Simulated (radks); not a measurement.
Q: Gd L, 15 electrons, occupied as [Ne] 3s2 3p3. Method: scalar-relativistic Kohn-Sham, PBE, spin-unpolarised, spherical densities, point nucleus; computed with a radial shooting solver on a logarithmic mesh with Libxc functionals. Some entries of the table are withheld. Estimate them.

| orbital | occ. | eigenvalue (eV) | <r> (bohr) |
|---|---|---|---|
| 1s | 2 | -53510.00 | 0.02190 |
| 2s | 2 | -11533.17 | 0.09212 |
| 2p | 6 | -10650.94 | 0.08116 |
| 3s | 2 | -4572.239 | 0.2232 |
| 3p | 3 | (1) | (2) |
| 3d | 0 | (3) | (4) |
| 4s | 0 | -2419.788 | (5) |

A: 
(1) 3p eigenvalue (eV): -4304.226
(2) 3p <r> (bohr): 0.2175
(3) 3d eigenvalue (eV): -4032.081
(4) 3d <r> (bohr): 0.1916
(5) 4s <r> (bohr): 0.4166
